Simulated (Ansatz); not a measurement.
Relaxation of BClF$_{2}$H$_{2}$ (6 atoms, charge 0, multiplicity 1), to a largest force component of 0.03 eV/Å in at most 50 steps.

All numbers below come from RKS B3LYP-D4/cc-pVDZ in Ansatz.

```xyz
6
Properties=species:S:1:pos:R:3
B -0.093 -0.522 -0.404
H 0.013 0.132 1.899
F 1.058 0.114 -0.560
Cl -1.601 0.222 -0.925
F -0.083 -1.752 0.086
H -0.086 -0.578 1.865
```

Task: Where does it end, and by what steps?

Result: The forces met the threshold. After 10 steps the energy has fallen by 0.145 eV; H6 moved furthest, 0.42 Å.

```json
{"step": "0", "energy less start (eV)": "0.0000", "largest force component (eV/Å)": "1.766", "accepted": "yes"}
{"step": "1", "energy less start (eV)": "-0.1176", "largest force component (eV/Å)": "0.330", "accepted": "yes"}
{"step": "2", "energy less start (eV)": "0.0669", "largest force component (eV/Å)": "1.963", "accepted": "no"}
{"step": "3", "energy less start (eV)": "-0.0954", "largest force component (eV/Å)": "0.836", "accepted": "no"}
{"step": "4", "energy less start (eV)": "-0.1283", "largest force component (eV/Å)": "0.268", "accepted": "yes"}
{"step": "5", "energy less start (eV)": "-0.1389", "largest force component (eV/Å)": "0.241", "accepted": "yes"}
{"step": "6", "energy less start (eV)": "-0.1428", "largest force component (eV/Å)": "0.206", "accepted": "yes"}
{"step": "7", "energy less start (eV)": "-0.1437", "largest force component (eV/Å)": "0.189", "accepted": "yes"}
{"step": "8", "energy less start (eV)": "-0.1441", "largest force component (eV/Å)": "0.164", "accepted": "yes"}
{"step": "9", "energy less start (eV)": "-0.1444", "largest force component (eV/Å)": "0.121", "accepted": "yes"}
{"step": "10", "energy less start (eV)": "-0.1449", "largest force component (eV/Å)": "0.019", "accepted": "yes"}
```

```xyz
6
Properties=species:S:1:pos:R:3
B -0.095 -0.576 -0.604
H 0.079 0.236 2.219
F 1.043 0.093 -0.686
Cl -1.609 0.194 -1.041
F -0.078 -1.838 -0.206
H -0.132 -0.493 2.278
```

Whether the end is a true minimum wasn't checked by a vibrational analysis.

Run time: 28 s on 1 thread of Arm Neoverse V1, on a shared host, peak memory 0.14 GiB.
